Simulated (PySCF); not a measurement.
These compounds are isomers of formula C$_{5}$H$_{8}$F$_{2}$O$_{2}$Si.

A. SMILES CC(=O)O[SiH2]C/C(F)=C\F
B. SMILES CC(=O)/C=C(\O[SiH3])C(F)F
C. `CC(=O)/C=C(/O[SiH3])C(F)F`
D. SMILES CCC(=O)/C(=C/F)O[SiH2]F

Spectrum 1. 1H NMR (500 MHz, computed): δ 6.15 (m, 1H), 5.97 (m, 1H), 5.35 (s, 3H), 2.23 (s, 3H). 13C{1H} NMR (computed): δ 204.5 (C), 174.2 (C), 121.3 (CH), 105.2 (CH), 33.0 (CH3).

Spectrum 2. 1H NMR (500 MHz, computed): δ 7.82 (m, 1H), 5.17 (m, 2H), 2.87 (q, 2H), 1.17 (t, 3H). 13C{1H} NMR (computed): δ 204.3 (C), 151.7 (CH), 141.1 (C), 36.8 (CH2), 8.7 (CH3).

Spectrum 3. 1H NMR (500 MHz, computed): δ 7.51 (m, 1H), 5.01 (t, 2H), 2.34 (m, 2H), 2.19 (s, 3H). 13C{1H} NMR (computed): δ 177.7 (C), 162.1 (C), 148.5 (CH), 23.7 (CH3), 16.3 (CH2).

Spectrum 4. 1H NMR (500 MHz, computed): δ 8.64 (m, 1H), 6.00 (m, 1H), 5.15 (s, 3H), 2.30 (s, 3H). 13C{1H} NMR (computed): δ 201.2 (C), 166.6 (C), 115.2 (CH), 115.0 (CH), 35.4 (CH3).

Theoretical values (PySCF 2.14.0 with density-fitted response routines): NMR shieldings at PBE0/pcSseg-1/GIAO, coordinates at the GFN2-xTB level. One conformer, non-relativistic Hamiltonian, one averaged value for each set of equivalent atoms, gas phase.

Chemical shifts δ = σref − σ; TMS for 1H and 13C, all at this level. Splittings of carbon signals by F and P are missing where no couplings were computed. Where no couplings were computed, multiplicities follow the n + 1 count of equivalent neighbours, and m marks all less simple cases (inequivalent or close neighbours, rings, F or P nearby). Shifts are as computed. Against solution values, carbons near 30 ppm lie about +3 ppm off and those near 130 ppm about +5 ppm. Of 1309 compounds with measured shifts, 239 miss one by over three times the rms of a fit or turn the order of signals round; such compounds aren't used in these exercises.

**Question.** Match each spectrum to its structure.

**Answer.** 1–B, 2–D, 3–A, 4–C.

- Spectrum 1 (B): 5 13C signals; δC 204.5 is a ketone carbonyl carbon; δC 174.2 is an alkene carbon bearing oxygen.
- Spectrum 2 (D): 5 13C signals; δC 204.3 is a ketone carbonyl carbon; δC 151.7 is a β carbon of a C=C–C=O unit.
- Spectrum 3 (A): 5 13C signals; δC 162.1 is a fully substituted alkene carbon; δC 148.5 is an alkene CH.
- Spectrum 4 (C): 5 13C signals; δC 201.2 is a ketone carbonyl carbon; δC 166.6 is an alkene carbon bearing oxygen.
